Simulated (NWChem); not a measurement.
Molecule: CdSiH4; SMILES [SiH3][CdH]

```xyz
6

Cd     0.0000     0.0000    -0.6488
H      0.0000     0.0000    -2.3431
Si     0.0000     0.0000     1.8705
H      1.2799     0.5444     2.4322
H     -0.1685    -1.3806     2.4322
H     -1.1114     0.8362     2.4322
```
Atoms are numbered in this order, from 1.

All runs: NWChem. Medium grid unless said otherwise, to which SCAN and Minnesota functionals are sensitive. Geometry: optimised at PBE0/def2-SVP. def2 effective core potentials on Cd; no spin-orbit coupling.

Q: Predict the results for M06-L/def2-SVP. Quantities: highest occupied level (eV); orbital gap (eV); dipole (D).

A: The highest occupied level (eV) comes out as -6.26, the orbital gap (eV) is 4.93 and the dipole (D) comes out as 0.39.
